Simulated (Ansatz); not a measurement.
Single points on the cluster Zr₄P₄.

```yaml
crystal:
  periodic: [false, false, false]
  atoms:
    - {symbol: Zr, position_ang: [0.077708, -0.012175, -1.756051]}
    - {symbol: Zr, position_ang: [-0.868394, 2.216194, -0.186135]}
    - {symbol: Zr, position_ang: [0.891101, 0.358648, 1.396179]}
    - {symbol: Zr, position_ang: [-1.895613, -0.430191, 0.416981]}
    - {symbol: P, position_ang: [2.133582, -0.741249, -0.530229]}
    - {symbol: P, position_ang: [-1.242282, -2.169854, -1.248765]}
    - {symbol: P, position_ang: [0.518950, 2.751112, 1.685958]}
    - {symbol: P, position_ang: [0.384949, -1.972466, 0.222062]}
basis:
  gaussian: {orbitals: def2-TZVP, initial_orbitals: start.molden}
hamiltonian: {xc: pbe, dispersion: d4}
scf: {omitted_lower_state_checks: [starts]}
output: {forces: true, orbitals: {seedname: orbitals}}
```

The file start.molden holds the orbitals of an earlier run on this structure, at another level or in another basis.

```sh
$ ansatz run in.yaml --threads 4 --pin off --events-out ev --progress --plain --max-ram 6963MiB
```

Shortened log:

```
Functional definition: PBE
2364 factors; their error is unknown
mean field evaluation 1: about -42265.2523 eV, gradient 1.4e1 eV
mean field evaluation 2: about -42265.5594 eV, gradient 5.3e-1 eV
mean field evaluation 4: about -42265.5660 eV, gradient 1.1e-1 eV
mean field evaluation 8: about -42265.5661 eV, gradient 1.6e-5 eV
mean field -42265.56610527 eV, -1553.2309057389 hartree, gradient 1.6e-5 eV, S^2 0.000000; 0 other end points of the search recorded, 0 dependent functions left out
reference -42265.56616085 eV, -1553.2309077816 hartree; 54, 54 occupied and 254, 254 virtual orbitals, 2364 factors
Total energy: -42266.21588958 eV, -1553.2547848720 hartree
Atom 0 at     0.077708    -0.012175    -1.756051 Å, force     0.002042    -0.110790     0.085774 eV/Å
Atom 1 at    -0.868394     2.216194    -0.186135 Å, force     0.010072     0.060936     0.032348 eV/Å
Atom 2 at     0.891101     0.358648     1.396179 Å, force     0.038987    -0.024656    -0.071567 eV/Å
Atom 3 at    -1.895613    -0.430191     0.416981 Å, force     0.054162    -0.089788    -0.050826 eV/Å
Atom 4 at     2.133582    -0.741249    -0.530229 Å, force    -0.204015    -0.084061     0.116601 eV/Å
Atom 5 at    -1.242282    -2.169854    -1.248765 Å, force     0.158381     0.083494     0.164507 eV/Å
Atom 6 at     0.518950     2.751112     1.685958 Å, force    -0.016217    -0.041357    -0.030016 eV/Å
Atom 7 at     0.384949    -1.972466     0.222062 Å, force    -0.043412     0.206222    -0.246820 eV/Å
Dipole moment:    -0.859810     0.172327    -0.312988 e Å
Checks for a lower state left out: starts
```

Run time 22 s (4 threads of Intel Xeon on a shared host), peak host memory 0.81 GiB.

The first input with `hamiltonian: {xc: pbe0, dispersion: d4}`, `output: {orbitals: {seedname: orbitals}}` (abridged; 53 s):

```
Functional definition: PBE0
mean field -42264.46441079 eV, -1553.1904192135 hartree, gradient 2.5e-5 eV, S^2 0.000000
Total energy: -42265.03455715 eV, -1553.2113717057 hartree
Checks for a lower state left out: starts
```

The first input with `hamiltonian: {xc: {name: wB97X-V}}`, `output: {orbitals: {seedname: orbitals}}` (abridged; 5.9 min):

```
Functional definition: wB97X-V
mean field -42267.78969066 eV, -1553.3126209949 hartree, gradient 1.1e-5 eV, S^2 0.000000
Total energy: -42267.78968788 eV, -1553.3126208926 hartree
Checks for a lower state left out: starts
```

As the first input, with `gaussian: {orbitals: STO-3G}`, `hamiltonian: {xc: hf}`, `output: {orbitals: {seedname: orbitals}}` (abridged; 17 s):

```
Functional definition: HF
mean field evaluation 16: about -417986.6479 eV, gradient 3.8e-2 eV
mean field -417986.64797336 eV, -15360.7259914950 hartree, gradient 2.7e-5 eV, S^2 0.000000
Total energy: -417986.64797336 eV, -15360.7259914950 hartree
Checks for a lower state left out: starts
```

First input, but with `gaussian: {orbitals: def2-SVP, initial_orbitals: start.molden}`, `output: {orbitals: {seedname: orbitals}}` (abridged; 10 s):

```
Functional definition: PBE
mean field -42251.34498153 eV, -1552.7082890811 hartree, gradient 2.3e-5 eV, S^2 0.000000
Total energy: -42251.99476811 eV, -1552.7321682972 hartree
Checks for a lower state left out: starts
```

As the first input, with `hamiltonian: {xc: r2scan, dispersion: d4}`, `output: {orbitals: {seedname: orbitals}}` (abridged; 36 s):

```
Functional definition: r2SCAN
mean field -42279.71922079 eV, -1553.7510231410 hartree, gradient 6.9e-5 eV, S^2 0.000000
Total energy: -42279.84970224 eV, -1553.7558182458 hartree
Checks for a lower state left out: starts
```

First input, but with `correlation: {method: mp2}`, `output: {orbitals: {seedname: orbitals}}` and without the key `hamiltonian` (abridged; 2.3 min):

```
Functional definition: HF
mean field -42151.25486063 eV, -1549.0300449816 hartree, gradient 2.9e-6 eV, S^2 0.000000; unrestricted orbitals would lower it
mean field evaluation 16: about -42151.7174 eV, gradient 1.4e0 eV
mean field evaluation 32: about -42152.5893 eV, gradient 2.3e-4 eV
unrestricted determinant -42152.58927106 eV, -1549.0790836603 hartree, S^2 2.6045
20 core orbitals not correlated: weight in the atoms' cores, before any rotation towards them, 1.000 or more for the frozen orbitals, at most 0.000 for the correlated occupied ones
second order -54.65638432 eV of doubles, -0.00000000 eV of singles
Total energy: -42205.91124495 eV, -1551.0386300579 hartree
Checks for a lower state left out: starts
```

Geometry: PBE-D4/def2-SVP.

In the def2 sets Zr takes a core potential, while STO-3G treats all electrons; there is no spin–orbit coupling. Correlated methods freeze 20 core orbitals; core or outer-core shells of Zr are correlated, in sets that lack core-valence functions. The restricted singlet is unstable towards broken spin symmetry in Hartree–Fock (as tested in another run); at PBE-D4/def2-TZVP, PBE0-D4/def2-TZVP, ωB97X-V/def2-TZVP, HF/STO-3G and others this wasn't settled. At MP2/def2-TZVP the restricted singlet (for correlated methods, its reference) is unstable: a solution with broken spin symmetry lies lower. Another isomer (singlet) lies 2.73 eV lower at PBE0-D4/def2-TZVP; other spin states weren't run for this one.
